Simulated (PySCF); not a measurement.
Ir(OH) (HIrO), SMILES [OH][Ir] (connectivity only; charge and spin as stated), neutral, multiplicity 3.

Coordinates come from a PBE0-D3(BJ)/def2-TZVPD optimisation. The spin state was assumed, not searched. The def2 effective core potentials stand for the cores of Ir; spin–orbit coupling is left out.

All values below come from PBE0-D3(BJ)/def2-TZVPD (PySCF).

Frequencies are harmonic and unscaled.

Computed harmonic wavenumbers and intensities:
```csv
mode,ν (cm⁻¹),IR (km/mol),moving atoms (share of kinetic energy)
1,696,76.8,"O 87 %, Ir 8 %"
2,969,80.0,"H 91 %, O 9 %"
3,3761,68.3,H 94 %
```
